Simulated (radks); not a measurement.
Results of a calculation; reference values are marked as such.
Task: The copper ion Cu+, [Ar] 3d10. Level of theory: non-relativistic Kohn-Sham, PBE, spin-polarised, spherical densities, point nucleus (a radial shooting solver on a logarithmic mesh with Libxc functionals). Every spin shell is full or empty, so the densities are truly spherical. Functionals are evaluated on that one density, not self-consistently. Rank these exchange functionals by their error against the exact value of the orbitals, and give that value: LDA, PBE, PBEsol, revPBE, PW91, OPTX, EV93, APBE, revTPSS, TASK, MVS.

Result: Exact: -65.4632 hartree. From best to worst, with 100 (|E| - |E exact|)/|E exact| (equal figures are ties): PBE -0.03, revPBE +0.20, MVS +0.26, revTPSS -0.36, PW91 +0.41, EV93 +0.64, APBE +0.89, OPTX +1.05, PBEsol -2.35, TASK -2.45, LDA -5.71.
